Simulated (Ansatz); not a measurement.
`[CH3][Nb](=[O])([OH])[OH]`. The species carries charge 0 and has multiplicity 1. Nb: def2 effective core potential.

```xyz
10

C    -0.657    1.387   -0.264
Nb    0.367   -0.492    0.006
O     1.754   -0.380   -0.965
O    -0.781   -1.874   -0.603
O     0.829   -0.646    1.839
H    -0.916    1.533   -1.317
H    -1.576    1.413    0.331
H    -0.016    2.219    0.042
H    -0.690   -2.486   -1.335
H     1.685   -0.674    2.268
```

Task: List the harmonic frequencies (cm⁻¹, unscaled) at PBE0-D4/def2-TZVP in Ansatz. (Estimate.)

Result: Computed: 106, 160, 170, 192, 215, 229, 386, 389, 522, 523, 564, 565, 618, 722, 747, 1037, 1190, 1417, 1421, 3031, 3124, 3124, 3926, 3930.

Task: Is this a minimum?

Result: Yes, all 24 modes are real.

Task: Give the ideal-gas thermochemistry at 298.15 K and 1 bar (rigid rotor, harmonic oscillator; point group Cs, symmetry number 1).

Result: Zero-point energy 169.3 kJ/mol; H(298) − E = 193.5 kJ/mol; entropy 367.3 J/(mol·K), of which translation 172.0, rotation 112.5, vibration 82.8; G(298) − E = 84.0 kJ/mol.

Task: Rotational constants (cm⁻¹)?

Result: 0.1052, 0.105, 0.09064.
